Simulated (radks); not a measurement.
Results of a calculation; reference values are marked as such.
Problem. All-electron atom: V I in [Ar] 3d3 4s1 4p1 (not the ground configuration). Code: a radial shooting solver on a logarithmic mesh with Libxc functionals. Model: non-relativistic Kohn-Sham, LDA (Slater exchange, Perdew-Wang correlation), spin-unpolarised, spherical densities, point nucleus. Some entries of the table are withheld. Estimate them.

| orbital | occ. | eigenvalue (eV) | <1/r> (bohr^-1) |
|---|---|---|---|
| 1s | 2 | -5313.723 | 22.48 |
| 2s | 2 | -594.9685 | 4.723 |
| 2p | 6 | -502.9925 | 4.672 |
| 3s | 2 | (1) | 1.471 |
| 3p | 6 | -45.2132 | 1.348 |
| 3d | 3 | (2) | (3) |
| 4s | 1 | (4) | (5) |
| 4p | 1 | -2.1984 | (6) |

Solution. 
(1) 3s eigenvalue (eV): -70.1510
(2) 3d eigenvalue (eV): -6.8780
(3) 3d <1/r> (bohr^-1): 0.9753
(4) 4s eigenvalue (eV): -5.6157
(5) 4s <1/r> (bohr^-1): 0.3992
(6) 4p <1/r> (bohr^-1): 0.2918
